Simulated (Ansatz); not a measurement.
Consider the atomization: `[CH3][Sb]([OH])[TeH]` → C• + 5 H• + O• + Sb• + Te•.

Isolated molecules relaxed with PBE0-D4/def2-TZVP in Ansatz; ΔE leaves out vibrations. CCSD(T)/CBS is the MP2 limit (def2-TZVPP, def2-QZVPP) plus CCSD(T) − MP2 in def2-TZVPP, frozen cores. This one scheme is used for every species, atoms too. For atomizations the MP2-based limit and the directly extrapolated one differ by several kJ/mol either way, and by 10 to 25 for some Ge, Se and Sn compounds, so smaller differences from it don't rank the levels. DFT in def2-TZVPP. B3LYP here is the variant with VWN-RPA as its local correlation; programs differ in this. Open shells (•) are unrestricted, without spin–orbit coupling. Spin–orbit coupling would lower the free atoms: a little for C, O; strongly for Te. def2 core potentials past Kr. Bonds to Sb, Te are less sure, by a few kJ/mol each and by 10 to 20 or more in all where they break to atoms, as the def2 sets lack core-valence functions. Each species was taken in one conformer, which may not be the lowest.

Problem. What is ΔE at CCSD(T)/CBS? (Best estimate.)

Solution. Computed: +675.7 kcal/mol.

Problem. What do these levels give: B2PLYP, PBE-QIDH, BLYP, B3LYP, LC-ωPBE, MP2/def2-TZVPP? (An estimate is asked.)

Solution. The calculation gave: B2PLYP 658.0, PBE-QIDH 654.2, BLYP 663.2, B3LYP 661.0, LC-ωPBE 651.7, MP2/def2-TZVPP 652.4 kcal/mol.

Largest T1 diagnostic among the species: 0.013.

From BLYP to BHLYP (50 % exact exchange), in def2-TZVPP and without D4, ΔE moves by −28.4 kcal/mol: exact exchange takes away binding that semilocal exchange gives to molecules. Leaving LDA and LC-ωPBE aside and taking each functional with its dispersion term where it has one, the values, not all of them listed here, spread over 40.4 kcal/mol, from BHLYP-D4 to PBE-D4. LDA lies +101.8 kcal/mol from PBE without D4, its usual overbinding. At CCSD(T), def2-SVP lies −71.6 kcal/mol from the extrapolated value and def2-TZVPP −28.5 kcal/mol: correlation converges slowly with the basis, and small sets miss more of it in the bonded molecule than in its fragments.
